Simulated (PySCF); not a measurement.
# CH9FN2Si2

The system: CH9FN2Si2, a small molecule; neutral, singlet. The structure, one conformer, was relaxed in the gas phase by PBE0-D3(BJ)/def2-SVP. No frequency run checks that it is a minimum.

SMILES: FC(N[SiH3])N[SiH3]

```csv
atom,x (Å),y (Å),z (Å)
C1,-0.181,0.104,-0.008
N2,1.040,0.790,-0.177
Si3,1.245,2.065,-1.355
N4,-0.058,-1.036,0.816
Si5,-1.334,-2.217,0.992
F6,-1.163,0.977,0.511
H7,-0.582,-0.191,-0.994
H8,1.579,0.864,0.682
H9,2.712,2.262,-1.541
H10,0.644,3.385,-0.984
H11,0.603,1.587,-2.614
H12,0.552,-0.889,1.615
H13,-2.465,-1.814,1.885
H14,-1.874,-2.467,-0.376
H15,-0.717,-3.452,1.559
```

Shieldings: GIAO PBE0/pcSseg-1. Shifts are against computed references at the same level: C TMS (σ 184.4 ppm), H TMS (σ 31.27 ppm), Si TMS (σ 352.0 ppm). Core levels by delta-SCF with SCAN, pcX-2 on the ionised atom and pcseg-1 elsewhere, spin-free X2C (2p3/2 is the spin-free 2p value less a third of a first-order spin-orbit splitting); from the vacuum level, for chosen atoms.

Question: Give the NMR and core-level values of the distinct atoms.

Answer: 
```json
{"atoms": "C1", "bonded to": "1 F + 2 N + 1 H", "σ (ppm)": "79.6", "δ (ppm)": "104.8", "core level (eV)": "1s 294.59"}
{"atoms": "N2 N4", "bonded to": "1 C + 1 Si + 1 H", "σ (ppm)": "203.8", "δ (ppm)": "-", "core level (eV)": "1s 404.98"}
{"atoms": "Si3 Si5", "bonded to": "1 N + 3 H", "σ (ppm)": "403.4", "δ (ppm)": "-51.4", "core level (eV)": "2p3/2 107.25"}
{"atoms": "F6", "bonded to": "1 C", "σ (ppm)": "252.7", "δ (ppm)": "-", "core level (eV)": "1s 691.41"}
{"atoms": "H7", "bonded to": "1 C", "σ (ppm)": "25.88", "δ (ppm)": "5.39", "core level (eV)": "-"}
{"atoms": "H8 H12", "bonded to": "1 N", "σ (ppm)": "30.60", "δ (ppm)": "0.67", "core level (eV)": "-"}
{"atoms": "H9 H10 H11", "bonded to": "1 Si", "σ (ppm)": "26.64", "δ (ppm)": "4.63", "core level (eV)": "-"}
{"atoms": "H13 H14 H15", "bonded to": "1 Si", "σ (ppm)": "26.64", "δ (ppm)": "4.63", "core level (eV)": "-"}
```

Values are those of this one static structure, with the three H of a rotating XH3 group averaged; atoms that internal rotation interchanges would show their mean in an NMR spectrum.

Question: By CAM-B3LYP/def2-SVPD (TDDFT singlets, Tamm-Dancoff triplets, ionisation by delta-SCF), where does absorption start, and what does vertical ionisation take?

Answer: The lowest singlet lies at 6.52 eV (f 0.003), the strongest of the first 6 at 7.64 eV (f 0.035), the lowest triplet at 6.25 eV; vertical ionisation takes 9.52 eV.

The 3 runs behind this took 3.7 min in all, one thread each of Arm Neoverse V1 on a shared host, launched as `OMP_NUM_THREADS=1 python cluster_run.py task.json out`.
